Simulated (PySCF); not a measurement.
Static response to an electric field

Compound: C4H6F2O2Si.
Cartesian coordinates in Å at the GFN2-xTB level; atoms count from 1:
```
atom  x, y, z in Å
F1     2.602   -1.468   -0.693
C2     2.289   -0.232   -0.218
F3     2.888    0.640   -1.066
C4     0.800   -0.025   -0.167
C5     0.084    0.048   -1.290
O6    -1.249    0.268   -1.337
Si7   -2.127    0.557    0.014
C8    -1.025   -0.253    1.353
O9     0.343    0.096    1.115
H10    2.744   -0.122    0.776
H11    0.549   -0.073   -2.256
H12   -2.203    1.992    0.261
H13   -3.370   -0.157   -0.222
H14   -1.115   -1.346    1.337
H15   -1.215    0.082    2.371
```

Level: CAM-B3LYP/def2-SVPD (PySCF), static field, nuclei fixed, core orbitals frozen in the response. The polarisability tensor in these axes (au):

```
x   90.56 -4.62  0.72
y   -4.62 64.96 -1.90
z    0.72 -1.90 76.51
```

Task: What are the eigenvalues, a third of the trace, and Δα (Δα² = ½Σ(αi − αj)² over the three pairs)?

Result: Principal values 63.91, 76.68 and 91.43 au; mean 77.34 au = 11.46 Å³ = 12.75 × 10⁻⁴⁰ C²·m²/J; Δα = 23.86 au (31 % of the mean).

Task: What is the dipole moment, and where does it point?

Result: (-2.83, 0.19, 2.00) D, 3.47 D in size, pointing from the negative to the positive side. Measured along this direction, the outermost atoms are F3 at the negative end and H13 at the positive end.

Task: Find the Langevin capture rate constant for NO+ (29.998 u) meeting this molecule (152.011 u), k = 2.342 × 10⁻⁹ cm³/s × √(α in Å³ / reduced mass in u).

Result: The reduced mass is 25.05 u, so k = 1.58 × 10⁻⁹ cm³/s. The formula leaves out the permanent dipole, which adds to the capture rate.

Task: Directions of the eigenvectors, and the extent of the frame along each?

Result: Largest value along (0.98, -0.18, 0.07), where the nuclei span 6.07 Å; middle along (-0.09, -0.12, 0.99), 4.72 Å; least along (0.17, 0.98, 0.14), 2.93 Å. The response follows the extents in order.

Task: Rayleigh depolarisation ratio (linearly polarised light, static tensor)?

Result: ρ = 3Δα²/(45ᾱ² + 4Δα²) = 1707.5/(269169 + 2276.7) = 0.00629.

Task: How large is μ²/3kT at 500 K beside α?

Result: In Gaussian units μ²/3kT = 58.28 Å³ against 11.46 Å³, a ratio of 5.09; the Debye molar polarisation (4π/3)N_A(α + μ²/3kT) is 175.9 cm³/mol, leaving out the vibrational part.

Task: Sum over states: ᾱ = Σ f/ω², ω in Eh. What share falls to these 8 lowest TDDFT singlets (eV, f)? 5.44, 0.0031; 5.97, 0.1079; 6.47, 0.0585; 6.96, 0.0014; 7.11, 0.0208; 7.19, 0.0024; 7.29, 0.0210; 7.34, 0.0068.

Result: They add up to 4.10 au, 5.3 % of the 77.34 au; the largest single term is 2.24 au, from the state at 5.97 eV. Terms in order: 0.08, 2.24, 1.03, 0.02, 0.30, 0.03, 0.29, 0.09 au. Higher excitations give the rest. The strengths listed sum to 0.222.

The structure is a single GFN2-xTB conformer in the gas phase; no vibrational or solvent corrections.
